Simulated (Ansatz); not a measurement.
Breaking the Al1–F4 bond in AlFH2 (SMILES [F][AlH2]) (multiplicity 1 held, fragments rigid). Energies count from the point at 1.655 Å.
Geometry at that point (charge 0, multiplicity 1):
```
atom    x (Å)    y (Å)    z (Å)
----  -------  -------  -------
Al    -0.2467  -0.4788   0.1584
H      0.4707  -1.3122   1.2788
H     -1.5894  -0.8593  -0.5605
F      0.4806   0.9329  -0.3086
```

Signs of static correlation in cc-pV(T+d)Z, from Ansatz (a quantum-chemistry and plane-wave program) runs.

```tsv
R (Å)	T1 of restricted CCSD	⟨S²⟩ of UHF	largest double amplitude of restricted CCSD
1.324	0.009	0.000	0.036
1.490	0.011	0.000	0.036
1.655	0.012	0.000	0.037
1.821	0.014	0.000	0.037
1.986	0.016	0.000	0.036
2.235	0.019	0.000	0.037
2.483	0.024	0.000	0.056
2.897	0.036	0.703	0.092
3.311	0.058	0.927	0.141
3.807	0.106	0.987	0.272
4.470	(withheld)	1.004	(withheld)
5.297	0.333	1.007	1.643
```

### Question
Some entries are withheld; supply them.

### Answer

- 4.470, T1 of restricted CCSD: 0.215
- 4.470, largest double amplitude of restricted CCSD: 0.754

Doubts at one or more of the structures used: a restricted determinant that unrestricted orbitals would lower (R-CCSD(T)/cc-pV(T+d)Z); T1 above 0.05 (R-CCSD(T)/cc-pV(T+d)Z, U-CCSD(T)/cc-pV(T+d)Z); other coupled-cluster roots lie near (R-CCSD(T)/cc-pV(T+d)Z); a spin-contaminated determinant (U-CCSD(T)/cc-pV(T+d)Z).
